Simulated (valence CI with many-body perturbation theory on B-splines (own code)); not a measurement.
**Ni VI: E2, M1 decay**

Computed by configuration interaction combined with many-body perturbation theory (CI+MBPT): five valence electrons over a frozen Dirac-Fock core [Ar], a basis of 7 s, 7 p, 8 d, 6 f, 4 g, 1 h functions for each j, with the one-electron correlation potential Σ1, the two-electron term Σ2, the three-electron term Σ3, Breit, model QED; selected CI, second order for the rest, scaled by the run's own slope (own B-spline code, finite nucleus).

Set against measurement, 33 paired levels are off by 2573 cm⁻¹ on average, the worst by 7640. These come from a selection out of Corliss and Sugar, J. Phys. Chem. Ref. Data 10, 197 (1981). Levels without a partner in it may be off by more, other configurations by 1,000 to 8,000 cm⁻¹. Among the levels kept, up to 1600 cm⁻¹ of a level comes from second order outside the variational space, and about a tenth of that is noise between levels of different J, which matters for small intervals. Only levels of the ground parity were solved; by the run's estimate the other parity begins above the list, which can be wrong where configurations are misplaced.

Lines 51 to 100 of 112 in falling wavelength, among levels below 39.018 eV, chosen from the decays that carry over 1 % of a level's rate. Wavelengths and rates use the calculated energies, so an error of 3000 cm⁻¹ moves a line at 5345 Å by 16 % and its rate by three times that or more. Electric multipoles are in the length gauge, E1 and E2 with the static RPA response of the core. Weak lines are less certain than strong ones. Lines between different terms over intervals too small for the method are left out, as are lines whose strength nearly cancels and 7 of this kind that miss the measured wavelength by over 7 %. Where a level lies close to another of its J and parity, the split of strength between their lines is uncertain. Branching is blank where the lifetime is uncertain.

Names give the largest LS component (configuration and term), which can be under half, so a name can repeat, a term be missing and a line seem to break the LS rules; names also repeat where a configuration has a term twice. Letters in brackets count levels of one name in rising energy.

| λ vac (Å) | λ from measured levels | Upper | Lower | Type | A (s⁻¹) | Branch % |
| --- | --- | --- | --- | --- | --- | --- |
| 5345 | 5244 | 3d5 2D_3/2 [a] | 3d5 4P_3/2 | M1 | 1.13e+00 | 59.6 |
| 5281 | 5184 | 3d5 2D_3/2 [a] | 3d5 4P_5/2 | M1 | 3.06e-01 | 16.2 |
| 5264 | 5231 | 3d5 2F_5/2 [a] | 3d5 4D_7/2 | M1 | 1.13e-01 | 2.4 |
| 4616 | 4429 | 3d5 2H_9/2 | 3d5 4D_7/2 | M1 | 2.26e-02 | 1.1 |
| 4607 |  | 3d5 4F_5/2 | 3d5 4P_3/2 | M1 | 2.22e-02 | 1.0 |
| 4559 |  | 3d5 4F_5/2 | 3d5 4P_5/2 | M1 | 2.32e-01 | 10.5 |
| 4399 | 4284 | 3d5 2F_5/2 [a] | 3d5 4P_3/2 | M1 | 5.82e-02 | 1.2 |
| 4377 |  | 3d5 2D_5/2 [a] | 3d5 4G_7/2 | M1 | 8.56e-01 | 18.8 |
| 4371 |  | 3d5 2D_5/2 [a] | 3d5 4G_5/2 | M1 | 8.95e-01 | 19.7 |
| 4356 | 4244 | 3d5 2F_5/2 [a] | 3d5 4P_5/2 | M1 | 2.44e-01 | 5.2 |
| 4336 |  | 3d5 2G_7/2 [a] | 3d5 4D_5/2 | M1 | 1.01e-02 |  |
| 4180 |  | 3d5 2D_3/2 [a] | 3d5 4G_5/2 | M1 | 1.11e-01 | 5.9 |
| 4180 |  | 3d5 2D_3/2 [a] | 3d5 4G_5/2 | E2 | 1.91e-02 | 1.0 |
| 4119 | 3982 | 3d5 2G_9/2 [a] | 3d5 4D_7/2 | M1 | 4.68e-02 | 4.9 |
| 3908 |  | 3d5 2F_7/2 [a] | 3d5 4G_7/2 | M1 | 2.51e-01 | 8.1 |
| 3906 |  | 3d5 2F_7/2 [a] | 3d5 4G_9/2 | M1 | 2.21e+00 | 71.6 |
| 3903 |  | 3d5 2F_7/2 [a] | 3d5 4G_5/2 | M1 | 5.33e-02 | 1.7 |
| 3719 |  | 3d5 4F_5/2 | 3d5 4G_7/2 | M1 | 1.21e+00 | 54.9 |
| 3719 |  | 3d5 4F_5/2 | 3d5 4G_7/2 | E2 | 1.38e-01 | 6.2 |
| 3717 |  | 3d5 4F_5/2 | 3d5 4G_9/2 | E2 | 7.43e-02 | 3.4 |
| 3714 |  | 3d5 4F_5/2 | 3d5 4G_5/2 | E2 | 8.15e-02 | 3.7 |
| 3714 |  | 3d5 4F_5/2 | 3d5 4G_5/2 | M1 | 3.20e-02 | 1.5 |
| 3714 |  | 3d5 4F_9/2 | 3d5 4G_7/2 | M1 | 6.51e-02 | 3.2 |
| 3712 |  | 3d5 4F_9/2 | 3d5 4G_9/2 | M1 | 2.64e-01 | 12.9 |
| 3712 |  | 3d5 4F_9/2 | 3d5 4G_9/2 | E2 | 7.73e-02 | 3.8 |
| 3699 |  | 3d5 4F_9/2 | 3d5 4G_11/2 | M1 | 6.42e-01 | 31.3 |
| 3699 |  | 3d5 4F_9/2 | 3d5 4G_11/2 | E2 | 3.68e-01 | 17.9 |
| 3678 |  | 3d5 4F_7/2 | 3d5 4G_7/2 | M1 | 7.41e-01 | 30.1 |
| 3678 |  | 3d5 4F_7/2 | 3d5 4G_7/2 | E2 | 1.19e-01 | 4.8 |
| 3676 |  | 3d5 4F_7/2 | 3d5 4G_9/2 | M1 | 4.01e-01 | 16.3 |
| 3676 |  | 3d5 4F_7/2 | 3d5 4G_9/2 | E2 | 2.55e-01 | 10.3 |
| 3673 |  | 3d5 4F_7/2 | 3d5 4G_5/2 | M1 | 7.44e-02 | 3.0 |
| 3664 |  | 3d5 4F_7/2 | 3d5 4G_11/2 | E2 | 7.31e-02 | 3.0 |
| 3627 |  | 3d5 4F_3/2 | 3d5 4G_7/2 | E2 | 1.35e-01 | 5.2 |
| 3623 |  | 3d5 4F_3/2 | 3d5 4G_5/2 | M1 | 6.21e-01 | 24.0 |
| 3623 |  | 3d5 4F_3/2 | 3d5 4G_5/2 | E2 | 3.34e-01 | 12.9 |
| 3583 |  | 3d5 2F_5/2 [a] | 3d5 4G_7/2 | M1 | 7.29e-01 | 15.5 |
| 3583 |  | 3d5 2F_5/2 [a] | 3d5 4G_7/2 | E2 | 8.81e-02 | 1.9 |
| 3581 |  | 3d5 2F_5/2 [a] | 3d5 4G_9/2 | E2 | 5.01e-02 | 1.1 |
| 3578 |  | 3d5 2F_5/2 [a] | 3d5 4G_5/2 | M1 | 1.61e+00 | 34.1 |
| 3578 |  | 3d5 2F_5/2 [a] | 3d5 4G_5/2 | E2 | 5.15e-02 | 1.1 |
| 3491 | 3441 | 3d5 2F_5/2 [b] | 3d5 4D_7/2 | M1 | 5.76e-02 | 5.8 |
| 3271 |  | 3d5 2H_9/2 | 3d5 4G_7/2 | M1 | 6.68e-01 | 32.6 |
| 3269 |  | 3d5 2H_9/2 | 3d5 4G_9/2 | M1 | 8.52e-01 | 41.5 |
| 3259 | 3227 | 3d5 2H_9/2 | 3d5 4G_11/2 | M1 | 9.01e-02 | 4.4 |
| 3191 |  | 3d5 2H_11/2 | 3d5 4G_9/2 | M1 | 9.24e-01 |  |
| 3181 | 3141 | 3d5 2H_11/2 | 3d5 4G_11/2 | M1 | 2.24e+00 |  |
| 3080 |  | 3d5 2G_7/2 [a] | 3d5 4G_9/2 | M1 | 5.86e-03 |  |
| 3080 |  | 3d5 2G_7/2 [a] | 3d5 4G_9/2 | E2 | 3.88e-03 |  |
| 3013 |  | 3d5 2G_9/2 [a] | 3d5 4G_7/2 | M1 | 1.93e-01 | 20.3 |
